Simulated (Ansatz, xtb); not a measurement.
**C2H3Cl3Si: which of two isomers lies lower**

We compare a, `Cl/C=C/[SiH](Cl)Cl`, a singlet, with b, `C=C[Si](Cl)(Cl)Cl`, a singlet. Both are isolated molecules in the gas phase, relaxed with PBE0-D4/def2-SVP, each in the lowest conformer that the search found.

Question: Estimate which is lower in electronic energy at CCSD(T)/def2-SVP + ΔMP2/def2-TZVPP, and by roughly how much.

Answer: The CCSD(T)/def2-SVP + ΔMP2/def2-TZVPP calculation puts structure b lower, by 149.1 kJ/mol.

The same difference at several levels:

```tsv
level	geometry	E(b) − E(a) (kJ/mol)	departure from the last row (kJ/mol)	job, with rough time for the two
PBE0-D4/def2-SVP	PBE0-D4/def2-SVP	−148.9	+0.1	optimisation, 79 s
HF/def2-SVP	PBE0-D4/def2-SVP	−158.6	−9.5	part of the CCSD(T) run
MP2/def2-SVP	PBE0-D4/def2-SVP	−151.0	−1.9	part of the CCSD(T) run
CCSD(T)/def2-SVP	PBE0-D4/def2-SVP	−148.0	+1.1	single point
CCSD(T)/def2-SVP + ΔMP2/def2-TZVPP	PBE0-D4/def2-SVP	−149.1		single point, 48 s
```

As drawn, b has 1 Cl–Si, 1 C–H in place of 1 C–Cl, 1 Si–H.

The levels shown agree on the order. The largest departure from CCSD(T)/def2-SVP + ΔMP2/def2-TZVPP is that of HF/def2-SVP, 9.5 kJ/mol. Levels run at GFN2-xTB geometries aren't shown. The last row adds to CCSD(T) the change of the MP2 difference between the two basis sets, here −1.1 kJ/mol.

With thermal terms from frequencies at re-optimised GFN2-xTB minima (ideal gas, soft modes damped towards free rotors, one conformer each, 298.15 K, 1 atm): the zero-point term adds +7.0 kJ/mol; ΔH is −141.7 and ΔG −141.3 kJ/mol.

The correlated steps freeze 22 core orbitals. Programs: Ansatz 0.2.0, xtb 6.7.1; the last row on 2 threads of Arm Neoverse V1 on a shared host.
